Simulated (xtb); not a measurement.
xtb input (GFN2-xTB):

```bash
xtb mol.xyz --gfn 2 --ohess tight --chrg 0 --uhf 0
```
mol.xyz:
```
10

O     -0.92027235     0.52496656     1.27467942
B     -0.80835165    -0.39726905     0.26564812
O     -1.76737034    -1.35694896    -0.05487649
O      0.28982742    -0.34351016    -0.57819360
Si     1.61417917     0.63621872    -0.55516776
H     -1.74749144     0.42288236     1.83904475
H     -2.56354028    -1.35078298     0.55378622
H      1.18286597     2.09847469    -0.69959889
H      2.40753673     0.21808211    -1.68627490
H      2.35498464     0.55716048     0.73594718
```

Output:

```
           -------------------------------------------------
          |                Calculation Setup                |
           -------------------------------------------------

           -------------------------------------------------
          |                 G F N 2 - x T B                 |
           -------------------------------------------------

        Reference                      10.1021/acs.jctc.8b01176
      * Hamiltonian:
        H0-scaling (s, p, d)           1.850000    2.230000    2.230000
        zeta-weighting                 0.500000
      * Dispersion:
        s8                             2.700000
        a1                             0.520000
        a2                             5.000000
        s9                             5.000000
      * Repulsion:
        kExp                           1.500000    1.000000
        rExp                           1.000000
      * Coulomb:
        alpha                          2.000000
        third order                    shell-resolved
        anisotropic                    true
        a3                             3.000000
        a5                             4.000000
        cn-shift                       1.200000
        cn-exp                         4.000000
        max-rad                        5.000000

          ...................................................
          :                      SETUP                      :
          :.................................................:
          :  # basis functions                  31          :
          :  # atomic orbitals                  30          :
          :  # shells                           16          :
          :  # electrons                        30          :
          :  max. iterations                   250          :
          :  Hamiltonian                  GFN2-xTB          :
          :  restarted?                      false          :
          :  GBSA solvation                  false          :
          :  PC potential                    false          :
          :  electronic temp.          300.0000000     K    :
          :  accuracy                    1.0000000          :
          :  -> integral cutoff          0.2500000E+02      :
          :  -> integral neglect         0.1000000E-07      :
          :  -> SCF convergence          0.1000000E-05 Eh   :
          :  -> wf. convergence          0.1000000E-03 e    :
          :  Broyden damping             0.4000000          :
          :  net charge                          0          :
          :  unpaired electrons                  0          :
          ...................................................

 iter      E             dE          RMSdq      gap      omega  full diag
   1    -17.7566327 -0.177566E+02  0.889E+00    7.42       0.0  T
   2    -17.9654601 -0.208827E+00  0.551E+00    6.17       1.0  T
   3    -17.9710354 -0.557533E-02  0.243E+00    6.35       1.0  T
   4    -17.9753845 -0.434913E-02  0.146E+00    6.07       1.0  T
   5    -17.9796429 -0.425835E-02  0.891E-01    6.17       1.0  T
   6    -17.9802497 -0.606829E-03  0.122E-01    6.22       1.0  T
[...]
     1   8 O        6   1 H                                       0.9568024
     3   8 O        7   1 H                                       0.9561224 (min)
     5  14 Si       8   1 H                                       1.4647757
     5  14 Si       9   1 H                                       1.4607138
     5  14 Si      10   1 H                                       1.4647127

 * 4 distinct bonds (by element types)

   Z      Z             #   av. dist./Å        max./Å        min./Å
   1 H    8 O           2     0.9564624     0.9568024     0.9561224
   5 B    8 O           3     1.3539875     1.3676633     1.3336644
   1 H   14 Si          3     1.4634008     1.4647757     1.4607138
   8 O   14 Si          1     1.6173158     1.6173158     1.6173158

           -------------------------------------------------
          |               Frequency Printout                |
           -------------------------------------------------
 projected vibrational frequencies (cm⁻¹)
eigval :       -0.00    -0.00    -0.00    -0.00    -0.00     0.00
eigval :      -20.30    87.85    99.89   361.40   415.35   437.35
eigval :      490.60   578.64   612.56   629.29   687.56   753.38
eigval :      782.91   818.45   907.11   934.59  1043.72  1231.20
eigval :     1381.72  2221.75  2242.60  2277.89  3633.80  3645.08
 reduced masses (amu)
   1: 21.45   2: 21.62   3: 14.48   4: 17.17   5: 14.97   6: 15.98   7:  2.75   8: 16.60
   9: 14.44  10: 15.92  11:  1.88  12: 13.49  13:  3.04  14: 10.90  15:  4.43  16:  4.48
  17: 14.24  18:  2.53  19:  2.48  20:  4.29  21:  3.26  22:  9.63  23: 12.47  24: 12.16
  25: 11.88  26:  2.14  27:  1.85  28:  1.55  29:  1.87  30:  1.87
 IR intensities (km·mol⁻¹)
   1:  1.75   2:  0.60   3:  0.17   4:  0.38   5:  0.18   6:  1.55   7:  0.00   8:  6.48
   9:  9.64  10: 32.02  11:  0.85  12:  9.88  13:207.34  14:100.71  15:148.08  16: 50.10
  17: 11.38  18:266.10  19:189.93  20:415.80  21:245.49  22: 64.95  23:100.41  24:565.36
  25:853.00  26:405.42  27:272.51  28:170.89  29:  3.41  30: 10.04
 Raman intensities (Ä⁴*amu⁻¹)
   1:  0.00   2:  0.00   3:  0.00   4:  0.00   5:  0.00   6:  0.00   7:  0.00   8:  0.00
   9:  0.00  10:  0.00  11:  0.00  12:  0.00  13:  0.00  14:  0.00  15:  0.00  16:  0.00
  17:  0.00  18:  0.00  19:  0.00  20:  0.00  21:  0.00  22:  0.00  23:  0.00  24:  0.00
  25:  0.00  26:  0.00  27:  0.00  28:  0.00  29:  0.00  30:  0.00
 output can be read by thermo (or use thermo option).
 writing <g98.out> molden fake output.
 recommended (thermochemical) frequency scaling factor: 1.0
           -------------------------------------------------
          |             Thermodynamic Functions             |
           -------------------------------------------------

cs  symmetry found (for desy threshold:  0.10E+00) used in thermo

          ...................................................
          :                      SETUP                      :
          :.................................................:
          :  # frequencies                          23      :
          :  # imaginary freq.                       1      :
          :  linear?                             false      :
          :  only rotor calc.                    false      :
          :  symmetry                               cs      :
          :  rotational number                       1      :
          :  scaling factor                  1.0000000      :
          :  rotor cutoff                   50.0000000 cm⁻¹ :
          :  imag. cutoff                  -20.0000000 cm⁻¹ :
          :.................................................:
Note: The following floating-point exceptions are signalling: IEEE_UNDERFLOW_FLAG IEEE_DENORMAL
normal termination of xtb

    mode    ω/cm⁻¹     T·S(HO)/kcal·mol⁻¹    T·S(FR)/kcal·mol⁻¹   T·S(vib)
   ------------------------------------------------------------------------
       1     87.85    -1.10539 ( 90.50%)    -0.88929 (  9.50%)    -1.08486
       2     99.89    -1.03055 ( 94.09%)    -0.85127 (  5.91%)    -1.01996
   ------------------------------------------------------------------------

   temp. (K)  partition function   enthalpy   heat capacity  entropy
                                   cal/mol     cal/K/mol   cal/K/mol   J/K/mol
 298.15  VIB   18.1                 2280.523     16.933     13.297
         ROT  0.139E+06              888.752      2.981     26.509
         INT  0.250E+07             3169.276     19.914     39.806
         TR   0.853E+27             1481.254      4.968     39.449
         TOT                        4650.5297    24.8817    79.2553   331.6042

       T/K    H(0)-H(T)+PV         H(T)/Eh          T*S/Eh         G(T)/Eh
   ------------------------------------------------------------------------
    298.15    0.741109E-02    0.672693E-01    0.376567E-01    0.296125E-01
   ------------------------------------------------------------------------

         :::::::::::::::::::::::::::::::::::::::::::::::::::::
         ::                  THERMODYNAMIC                  ::
         :::::::::::::::::::::::::::::::::::::::::::::::::::::
         :: total free energy         -17.871071150643 Eh   ::
         ::.................................................::
         :: total energy              -17.900683675734 Eh   ::
         :: zero point energy           0.059858182665 Eh   ::
         :: G(RRHO) w/o ZPVE           -0.030245657574 Eh   ::
         :: G(RRHO) contrib.            0.029612525091 Eh   ::
         :::::::::::::::::::::::::::::::::::::::::::::::::::::
imag cut-off (cm-1) :    5.00
 found            1  significant imaginary frequency
 writing imag mode distorted coords to xtbhess.xyz
 for further optimization.

optimized geometry written to: xtbopt.xyz

           -------------------------------------------------
          | TOTAL ENERGY              -17.900683675734 Eh   |
          | TOTAL ENTHALPY            -17.833414402246 Eh   |
          | TOTAL FREE ENERGY         -17.871071150643 Eh   |
          | GRADIENT NORM               0.000230549070 Eh/α |
          | HOMO-LUMO GAP               6.492027084572 eV   |
           -------------------------------------------------

------------------------------------------------------------------------
------------------------------------------------------------------------
 total:
 SCF:
 ANC optimizer:
 analytical hessian:
```
